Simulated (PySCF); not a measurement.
Ionisation energy of Cl⁺ by level of theory

Cl⁺ [Ne] 3s2 3p4 (3P) → Cl²⁺ [Ne] 3s2 3p3 (4S), as a difference of total energies. Computed with PySCF 2.14 in x2c-SVPall, with the spin-free X2C one-electron Hamiltonian (Gaussian nucleus). Correlated levels: valence: [Ne] frozen. The calculations carry no spin-orbit coupling.

| method | ionisation energy (eV) |
| --- | --- |
| UHF | 22.720 |
| M06-2X | 23.955 |
| SCS-MP2 (valence) | 23.202 |
| CCSD (valence) | 23.170 |
| CCSD(T) (valence) | 23.175 |

Estimate what MP2 (valence) gives.

23.168 eV, closest to CCSD (valence) among the rows shown.

Estimate what B3LYP gives.

24.100 eV, closest to M06-2X among the rows shown.

Errors of the correlated levels include the incompleteness of this basis and the frozen core.

For comparison: 23.771 eV (measured; NIST levels, between the centres of gravity of the two terms).
